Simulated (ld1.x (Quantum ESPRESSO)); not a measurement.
## Configuration tests for Tc (Z = 43) (TM semilocal)

technetium, norm-conserving Troullier–Martins (semilocal form), made with ld1.x (Quantum ESPRESSO) 7.5 (PBE, scalar-relativistic). Core [Kr], reference 4d5 5s1 5p0 (charge +1). Waves: 5s (bound): rc 2.45 bohr; 5p (bound, empty): rc 2.60 bohr; 4d (bound): rc 1.45 bohr; 4f channel at 0.15 Ry: rc 2.65 bohr. Local part: the f channel. Core correction: none.

Energies are relative to the spin-unpolarised reference configuration 4d5 5s1 5p0; without spin polarisation the order of configurations can differ from experiment.

| valence configuration | charge | ΔE all-electron (eV) | error AE − PS (meV) |
| --- | --- | --- | --- |
| 4d5 5s0 5p0 | +2 | 14.851 | +47 |
| 4d4 5s0 5p0 | +3 | 43.557 | +108 |
| 4d5 5s1 5p1 | 0 | -4.399 | +7.9 |
| 4d5 5s1.5 5p0 | +0.5 | -4.871 | +5.8 |
| 4d4 5s2 5p1 | 0 | -1.547 | -86 |

(1) What are ΔE and the potential's error for 4d5 5s2 5p0?

(2) What are ΔE and the potential's error for 4d5.5 5s1.5 5p0?

## Answers

(1) ΔE = -8.153 eV all-electron; the error (AE − PS) is +16 meV.

(2) ΔE = -8.787 eV all-electron; the error (AE − PS) is +9.6 meV.
